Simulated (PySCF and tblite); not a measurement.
Values are calculated unless marked as measured or tabulated.
C₈H₁₆, numbered as in [CH3:1][CH:2]1[CH2:3][CH2:4][CH2:5][CH2:6][CH2:7][CH2:8]1.

Search: ETKDG and KDG, MMFF94s, GFN2-xTB, 60 starts; geometries at GFN2-xTB. Weights use B3LYP-D3(BJ)/def2-SVP (IEF-PCM, benzene) energies plus GFN2-xTB zero-point and thermal terms (modes under about 100 cm⁻¹ blended into free rotors). Symmetry numbers and mirror images are counted. Conformers within 3 kcal/mol (GFN2-xTB free energy) were kept, 7 at most. GIAO shieldings: wB97X-D/pcSseg-1 (IEF-PCM, benzene). Shifts are against TMS (¹H), TMS (¹³C) at the same level. Programs: PySCF with density fitting and tblite.

The 7-ring runs over atoms 2–3–4–5–6–7–8. Of a mirror pair one member is shown.

```
conformer                                                            shape   symmetry  E(GFN2) kcal/mol  E(DFT) kcal/mol
        1  7-ring puckered (ring torsions 90, -40, -39, 89, -74, 54, -73°)  C1 (pair)              0.08             0.08
        2  7-ring puckered (ring torsions 90, -73, 55, -74, 89, -38, -41°)  C1 (pair)              0.00             0.00
        3   7-ring puckered (ring torsions -59, 79, -81, 24, 51, -84, 66°)  C1 (pair)              2.17             0.64
        4   7-ring puckered (ring torsions -89, 40, 38, -90, 73, -51, 69°)  C1 (pair)              1.87             1.21
```

(1) How much do the weights at 298.15 K and the averaged shift of C2 depend on how the conformers are weighted?

Answers

(1) 
```json
{"weighting": "DFT energy with thermal terms, symmetry and mirror images (full scheme)", "1 (%)": "46", "2 (%)": "39", "3 (%)": "10", "4 (%)": "5", "δ (ppm)": "38.1", "rms dipole (D)": "0.08"}
{"weighting": "DFT energy with symmetry and mirror images", "1 (%)": "37", "2 (%)": "43", "3 (%)": "15", "4 (%)": "6", "δ (ppm)": "37.4", "rms dipole (D)": "0.08"}
{"weighting": "bare DFT energy", "1 (%)": "37", "2 (%)": "43", "3 (%)": "15", "4 (%)": "6", "δ (ppm)": "37.4", "rms dipole (D)": "0.08"}
{"weighting": "GFN2-xTB energy with symmetry and mirror images", "1 (%)": "45", "2 (%)": "52", "3 (%)": "1", "4 (%)": "2", "δ (ppm)": "38.0", "rms dipole (D)": "0.08"}
{"weighting": "GFN2-xTB free energy", "1 (%)": "53", "2 (%)": "44", "3 (%)": "1", "4 (%)": "2", "δ (ppm)": "38.7", "rms dipole (D)": "0.08"}
{"weighting": "leading conformer alone", "1 (%)": "100", "2 (%)": "0", "3 (%)": "0", "4 (%)": "0", "δ (ppm)": "42.5", "rms dipole (D)": "0.08"}
{"weighting": "equal weights", "1 (%)": "25", "2 (%)": "25", "3 (%)": "25", "4 (%)": "25", "δ (ppm)": "36.3", "rms dipole (D)": "0.07"}
{"weighting": "full scheme, search stopped after three starts", "1 (%)": "83", "2 (%)": "0", "3 (%)": "17", "4 (%)": "0", "δ (ppm)": "41.1", "rms dipole (D)": "0.08"}
```

The largest departure from the full scheme, 4.3 ppm, comes with: leading conformer alone.
